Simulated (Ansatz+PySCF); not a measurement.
Results of a calculation; reference values are marked as such.
**Several solutions for singlet CH3Br**

| atom | x (Å) | y (Å) | z (Å) |
| --- | --- | --- | --- |
| C | 0.0000 | 0.0000 | -1.5112 |
| Br | 0.0000 | 0.0000 | 0.4183 |
| H | 0.0000 | -1.0395 | -1.8580 |
| H | -0.9002 | 0.5197 | -1.8580 |
| H | 0.9002 | 0.5197 | -1.8580 |

Basis set: def2-SVP (spherical functions). Charge 0, multiplicity 1.

CASSCF(2,2) was run from several starts with Ansatz (development build ahead of 0.2.0) and PySCF 2.14.0. The starts are those of the Hartree–Fock orbitals from which the active space was taken at the frontier.

```csv
run,program,start,converged,energy (hartree),<S²>
A,PySCF,program defaults,yes,-2611.69050,0.00
B,Ansatz,search for the lowest state,yes,-2611.70093,0.00
C,Ansatz,stability test followed,yes,-2611.69050,0.00
D,Ansatz,"atomic start, no search",yes,-2611.69050,0.00
```

Task: Which runs reached the lowest solution of this kind, and what is wrong with the others?

Result: B reached the lowest solution found. Converged but too high: A by 0.28 eV, C by 0.28 eV, D by 0.28 eV. Convergence only shows a stationary point; in CASSCF the end hangs on which orbitals enter the active space. Caution: other starts end on other solutions of this active space.
